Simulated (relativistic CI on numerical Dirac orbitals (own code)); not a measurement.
# What each ingredient does to the levels of Pt30+

Base calculation: Dirac-Coulomb-Breit CI, KLI orbitals optimised for each configuration, QED by a radiative potential, unscaled Slater integrals.

CI space (outside the closed core [Ar] 3d10): 4s2 4p6 4d10 4f2, 4s2 4p6 4d9 4f3, 4s2 4p6 4d10 4f 5s, 4s2 4p6 4d10 4f 5p, 4s2 4p6 4d10 5s2, 4s2 4p5 4d10 4f3, 4s2 4p6 4d10 5s 5p, 4s2 4p6 4d10 4f 5d, 4s2 4p6 4d10 5p2, 4s 4p6 4d10 4f3, 4s2 4p6 4d10 5s 5d, 4s2 4p6 4d9 4f2 5s, 4s2 4p6 4d9 4f 5s2, 4s2 4p6 4d10 4f 5f, 4s2 4p6 4d10 5p 5d, 4s2 4p6 4d9 4f2 5p. Levels of other configurations are missing.

Variants: (1) valence Slater integrals scaled by 0.9; (2) Breit term removed; (3) non-relativistic limit. Shifts of the energy above 4s2 4p6 4d10 4f2 3H_4, in cm⁻¹, for the lowest level and the first level of each name with at least 55 % of one term (blank where a level changes its place among those of its configuration and J or its character, or is not in the variant):

| Level | Base | Δ(1) | Δ(2) | Δ(3) |
| --- | --- | --- | --- | --- |
| 4s2 4p6 4d10 4f2 3H_4 | 0 | 0 | 0 | 0 |
| 4s2 4p6 4d10 4f2 3F_2 | 23148 | -1758 | -441 | -8376 |
| 4s2 4p6 4d10 4f2 3H_5 | 37751 | +258 | +1985 | -37751 |
| 4s2 4p6 4d10 4f2 3F_3 | 53060 | -1116 | +1344 | -38288 |
| 4s2 4p6 4d10 4f2 3H_6 | 67725 | -571 | +3568 | -67725 |
| 4s2 4p6 4d10 4f2 3P_0 | 89344 | -7475 | -714 | -19155 |
| 4s2 4p6 4d10 4f2 3F_4 | 95507 | -1314 | +3463 |  |
| 4s2 4p6 4d10 4f2 3P_1 | 108912 | -6392 | +521 | -38722 |
| 4s2 4p6 4d10 4f2 1I_6 | 114174 | -5358 | +3308 | -47431 |
| 4s2 4p6 4d10 4f2 3P_2 | 138825 | -5626 | +2806 | -68635 |
| 4s2 4p6 4d10 4f2 1S_0 | 224998 | -15188 | +1354 | -57022 |
| 4s2 4p6 4d10 4f 5s 3F°_2 | 1470881 | +93 | -4408 |  |
| 4s2 4p6 4d10 4f 5s 3F°_3 | 1474612 | -246 | -4281 |  |
| 4s2 4p6 4d10 4f 5s 3F°_4 | 1513178 | +75 | -2304 |  |
| 4s2 4p6 4d10 4f 5s 1F°_3 | 1519440 | -577 | -2417 |  |
| 4s2 4p6 4d9 4f3 5G°_2 | 1735271 | +11209 | +3162 | -38930 |
| 4s2 4p6 4d9 4f3 5D°_0 | 1779172 | +9044 | +3494 | -75536 |
| 4s2 4p6 4d9 4f3 5L°_8 | 1785950 | +8753 | +6919 | -62050 |
| 4s2 4p6 4d9 4f3 5L°_9 | 1799782 | +8700 | +8514 | -75882 |
| 4s2 4p6 4d9 4f3 5L°_10 | 1810199 | +7936 | +9679 | -86299 |
| 4s2 4p6 4d9 4f3 3F°_2 | 1826682 | +4631 | +4360 | -88106 |

At this charge energies of transitions that change n are usually good to better than 1 %, and those within a shell (Δn = 0) to a few per cent. Terms inside the open d or f shell come out 10 to 20 % too wide with unscaled integrals.

Ionisation energy from the two ground configurations alone: base 1073.53 eV; valence Slater integrals scaled by 0.9 1073.22 eV. The NIST ASD value (theoretical) is 1090 eV.

LS names give the leading component of a level, which can be under half, so a name can repeat, a term be missing and a line seem to break the LS rules.
